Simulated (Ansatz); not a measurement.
Consider the formal exchange of groups at the Sn–Cl bond: `[CH3][SnH]([F])[Cl]` + `CC(Cl)CCl` → `[CH3][SnH]([F])[CH2]Cl` + `CC(Cl)Cl`.

Program: Ansatz. Geometries: PBE0-D4/def2-TZVP. ΔE: electronic, gas phase. CCSD(T)/CBS adds triple-zeta CCSD(T) − MP2 to the extrapolated MP2 energy (def2 sets, frozen cores). DFT in def2-TZVPP. B3LYP here is the variant with VWN-RPA as its local correlation; programs differ in this. def2 core potentials past Kr. For Sn outer-core shells are correlated without core-valence functions, which leaves a few kJ/mol of doubt a bond. One conformer a species, not always the lowest.

(1) Is it downhill or uphill in electronic energy at CCSD(T)/CBS, and by how much? (An estimate is asked.)

(2) What do these levels give: r2SCAN-D4, B2PLYP, PBE, r2SCAN, PBE0, B3LYP, CCSD(T)/def2-TZVPP, MP2/def2-QZVPP, SCS-MP2/def2-QZVPP, HF/CBS(def2), MP2/CBS(def2), CCSD/CBS(def2)? (An estimate is asked.)

Largest T1 diagnostic among the species: 0.012.

## Answers

(1) Ansatz gave: Uphill: ΔE = +37.8 kcal/mol.

(2) The calculation gave: r2SCAN-D4 38.7, B2PLYP 38.0, PBE 35.9, r2SCAN 38.6, PBE0 37.8, B3LYP 37.7, CCSD(T)/def2-TZVPP 37.5, MP2/def2-QZVPP 38.1, SCS-MP2/def2-QZVPP 38.1, HF/CBS(def2) 43.1, MP2/CBS(def2) 38.1, CCSD/CBS(def2) 38.4 kcal/mol.

In def2-TZVPP, CCSD(T) changes the Hartree–Fock value by −5.4 kcal/mol (the triples alone add −0.7 kcal/mol) and MP2 by −5.0 kcal/mol. From PBE to PBE0 (25 % exact exchange), in def2-TZVPP and without D4, ΔE moves by +1.9 kcal/mol.
